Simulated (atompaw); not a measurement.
Which change was made? (Sb, PAW (atompaw))

Sb (Z = 51), PAW, made with atompaw 4.2.0.5 (PBE, scalar-relativistic). Core [Kr] 4d10, reference 5s2 5p1 (charge +2). Waves: 5s (bound): rc 2.45 bohr; 5s channel at -0.65 Ry: rc 2.45 bohr; 5p (bound): rc 2.45 bohr; 5p channel at -0.75 Ry: rc 2.45 bohr; 5d channel at 0.1 Ry: rc 2.05 bohr; 5d channel at 0.55 Ry: rc 2.45 bohr. Local part: bessel scheme, radius 1.65 bohr. Core correction: smooth core density matched at 1.45 bohr. Augmentation charge: besselshape compensation charge, radius 1.95 bohr; PAW radius 2.45 bohr; waves and projectors: custom polynom2 7 10 vanderbiltortho.

Cutoffs, loose and tight: the cutoffs (Ry, on a coarse ladder) from which the occupation-weighted sum of valence levels, in a spherical-Bessel basis at the reference potential, stays within 10 and 1 mRy of its value at 400 Ry. They see the waves, projectors and local potential, not the compensation charge or the core.

The base gives: outcome: generated; cutoff, loose: 10 Ry; cutoff, tight: 25 Ry; bound ghosts: d.

(1) After one change the result is: outcome: generated; cutoff, loose: 6 Ry; cutoff, tight: 10 Ry; bound ghosts: none. Which change was it?
A. local potential troulliermartins scheme with l = 3 at 0 Ry, radius 1.65 bohr
B. core [Kr], valence charge 15; reference 4d10 5s2 5p1; waves now 5s (bound): rc 1.75 bohr; 5s channel at 1.4 Ry: rc 0.95 bohr; 5p (bound): rc 1.60 bohr; 5p channel at -1.15 Ry: rc 1.75 bohr; 4d (bound): rc 0.95 bohr; 4d channel at -1.35 Ry: rc 1.75 bohr; 4f channel at 0.05 Ry: rc 1.75 bohr; 4f channel at 1.45 Ry: rc 1.75 bohr; core correction smooth core density matched at 1.55 bohr; augmentation besselshape compensation charge, radius 1.40 bohr; PAW radius 1.75 bohr; waves and projectors: custom polynom2 7 10 vanderbiltortho
C. augmentation besselshape compensation charge, radius 1.95 bohr; PAW radius 2.45 bohr; waves and projectors: custom rrkj gramschmidtortho
D. reference 5s2 5p3

## Answers

(1) C. The others give: local potential troulliermartins scheme with l = 3 at 0 Ry, radius 1.65 bohr → outcome: generated; cutoff, loose: 15 Ry; cutoff, tight: 35 Ry; bound ghosts: s, d, p | core [Kr], valence charge 15; reference 4d10 5s2 5p1; waves now 5s (bound): rc 1.75 bohr; 5s channel at 1.4 Ry: rc 0.95 bohr; 5p (bound): rc 1.60 bohr; 5p channel at -1.15 Ry: rc 1.75 bohr; 4d (bound): rc 0.95 bohr; 4d channel at -1.35 Ry: rc 1.75 bohr; 4f channel at 0.05 Ry: rc 1.75 bohr; 4f channel at 1.45 Ry: rc 1.75 bohr; core correction smooth core density matched at 1.55 bohr; augmentation besselshape compensation charge, radius 1.40 bohr; PAW radius 1.75 bohr; waves and projectors: custom polynom2 7 10 vanderbiltortho → outcome: failed: atompaw: The overlap operator has at least one negative eigenvalue! | reference 5s2 5p3 → outcome: generated; cutoff, loose: 12 Ry; cutoff, tight: 25 Ry; bound ghosts: d.
